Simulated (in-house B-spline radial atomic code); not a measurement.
Results of a calculation; reference values are marked as such.
Softness against transferability: the 3s channel of S

S, [Ne] 3s2 3p4, non-relativistic PBE, spherical and spin-unpolarised, from an all-electron radial atomic-structure program (B-spline basis) (atomic units). The all-electron 3s level is ε = -0.630009 hartree, its outermost node lies just inside 0.61 bohr and its outer maximum at 1.42 bohr.

Troullier-Martins pseudo-orbitals are made for several radii. The cutoffs (hartree) are the plane-wave energies beyond which the orbital holds less than the named kinetic energy per electron. The phase error is the difference, pseudo minus all-electron, of arctan(R P'/P) at R = 2.29 bohr for all radii, half a hartree below and above the level.

| r_c (bohr) | V_l(0) (hartree) | cutoff for 10 mEh | for 1 mEh | for 0.1 mEh | phase error at ε − 0.5 (mrad) | at ε + 0.5 (mrad) |
| --- | --- | --- | --- | --- | --- | --- |
| 1.06 | -6.51 | 25.9 | 57.5 | 111 | -1.8 | -2.4 |
| 1.23 | 1.48 | 8.65 | 25.3 | 51.6 | -1.1 | -1.4 |
| 1.42 | 2.84 | 8.65 | 23.4 | 32.6 | -1.0 | -1.2 |
| 1.6 | 1.85 | 8.16 | 21.5 | 33.6 | -1.4 | -1.7 |
| 1.79 | 0.76 | 7.07 | 18.2 | 25.1 | -2.7 | -3.1 |
| 1.99 | -0.02 | 6.06 | 14.4 | 20.5 | -5.5 | -6.1 |

Question: Which radius needs the lowest cutoff for 0.1 mEh while both phase errors stay within 2.5 mrad?

Answer: The radii within that limit are 1.06, 1.23, 1.42, 1.6 bohr; of these r_c = 1.42 needs the least, 32.6 hartree, that is 65.2 Ry or 887 eV.

Question: What does the larger radius buy, and what does it cost?

Answer: From r_c = 1.06 to 1.99 bohr the cutoff for 1 mEh goes from 57.5 to 14.4 hartree, a factor of 3.99, against 3.52 for a pure 1/r_c² scaling, end to end; step by step it is 57.5, 25.3, 23.4, 21.5, 18.2, 14.4, and for 0.1 mEh 111, 51.6, 32.6, 33.6, 25.1, 20.5; the number of plane waves goes as the cutoff to the power 3/2, here a factor of 8.0. The larger of the two phase errors is least at r_c = 1.42 bohr, 1.2 mrad; it is 2.4 at the smallest radius and 6.1 at the largest. These errors test the reference atom alone. The smallest radius lies well inside the outer maximum, where the nodeless form must bend sharply to keep the norm, so it is both harder and scatters less well than the next. Large radii also let the cores of neighbours overlap, which an atom doesn't show.
